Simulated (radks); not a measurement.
Results of a calculation; reference values are marked as such.
Ionisation ladder of cadmium, from Cd XLV to Cd XLVIII. Each ion is in the ground configuration listed by NIST, and IE = E(next ion) - E(this ion), with E = 0 for the bare nucleus. Level of theory: scalar-relativistic Kohn-Sham, PBE, spin-polarised, spherical densities, finite nucleus; open shells are filled with parallel spins first (spin-orbit coupling, left out, can overturn this in heavy ions); Fermi nuclear charge, rms radius 4.6087 fm (a radial shooting solver on a logarithmic mesh with Libxc functionals).

species    configuration  E (hartree)  IE, Delta-SCF (eV)  -e(HOMO) (eV)   HOMO  <r> HOMO (bohr)  IE, NIST (eV)       kind  error (eV)
Cd XLV          [He] 2s2  -2900.25089              7421.8         7345.3     2s            0.124           7414  semi-emp.        +7.8
Cd XLVI         [He] 2s1  -2627.50612              7620.5         7543.1  2s up            0.123         7608.0     theory       +12.6
Cd XLVII            [He]  -2347.45729               31513          31204     1s           0.0302        31451.1     theory       +61.9
Cd XLVIII            1s1  -1189.37750               32365          32052  1s up           0.0300        32341.6     theory       +23.0

Reference values: NIST Atomic Spectra Database (exp. = measured, semi-emp. = semi-empirical, theory = theoretical value adopted there). The ionisation energy per charge of the ion left behind rises most, in proportion, at Cd XLVII ([He]), from 165.66 to 670.49 eV.
